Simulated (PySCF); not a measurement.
Dipole response of O²⁺ (oxygen, charge +2)

[He] 2s2 2p2, high-spin 3P determinant. All numbers are calculated (PySCF 2.14, the non-relativistic Hamiltonian (point nucleus), in aug-cc-pV5Z (7s6p5d4f3g2h, 127 functions)). Coupled (time-dependent) response in atomic units; α is the mean over directions.

| method | mean α (bohr³) | α xx, yy, zz | C₆ (like pair) | S(−4) |
| --- | --- | --- | --- | --- |
| UHF | 1.805 | 1.923, 1.746, 1.746 | 2.360 | 3.693 |
| PBE | 1.748 | 1.866, 1.689, 1.689 | 2.340 | 2.830 |
| PBE0 | 1.747 | 1.867, 1.687, 1.687 | 2.325 | 2.911 |

S(−4) is the Cauchy moment in α(ω) = α(0) + S(−4) ω² + …

α(iu) at UHF:

```json
{"u (hartree)": "0", "α(iu) (bohr³)": "1.805"}
{"u (hartree)": "0.0500", "α(iu) (bohr³)": "1.796"}
{"u (hartree)": "0.100", "α(iu) (bohr³)": "1.770"}
{"u (hartree)": "0.200", "α(iu) (bohr³)": "1.678"}
{"u (hartree)": "0.300", "α(iu) (bohr³)": "1.557"}
{"u (hartree)": "0.500", "α(iu) (bohr³)": "1.307"}
{"u (hartree)": "0.750", "α(iu) (bohr³)": "1.048"}
{"u (hartree)": "1.00", "α(iu) (bohr³)": "0.8557"}
{"u (hartree)": "1.50", "α(iu) (bohr³)": "0.5988"}
{"u (hartree)": "2.00", "α(iu) (bohr³)": "0.4397"}
{"u (hartree)": "3.00", "α(iu) (bohr³)": "0.2625"}
{"u (hartree)": "5.00", "α(iu) (bohr³)": "0.1221"}
```

A single London oscillator, α(iu) = α/(1 + u²/ω²), gives C₆ = (3/4) ω α². Matching the computed C₆ needs ω = 4 × 2.360 / (3 × 1.805²) = 0.966 hartree.

For an ion, C₆ is the dispersion term alone; charge-induced terms of lower order in 1/R come first.

The components differ because the open shell of this determinant is not spherical; for a pure term their mean is the scalar polarisability.
